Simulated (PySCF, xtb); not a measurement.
AlFH₄O₂SSi, SMILES [OH][Al]([OH])[S][SiH2]F. The values are those of a single conformer.

Harmonic wavenumbers (cm⁻¹) from GFN2-xTB (xtb) at its own minimum, in rising order: 34, 47, 93, 147, 174, 201, 230, 276, 321, 398, 408, 450, 510, 515, 574, 711, 744, 793, 823, 968, 2365, 2400, 3775, 3798.

Problem. What does PBE-D3(BJ)/def2-SVP (PySCF) give at its own minimum? (The exact figures need the calculation; the answer reports its results.)

Solution. 68, 110, 171, 204, 212, 220, 237, 300, 322, 404, 561, 580, 583, 609, 612, 650, 780, 836, 916, 951, 2195, 2210, 3816, 3827. Paired by order, the mean absolute difference is 62 cm⁻¹ and the zero-point energies are 29.7 and 30.6 kcal/mol.
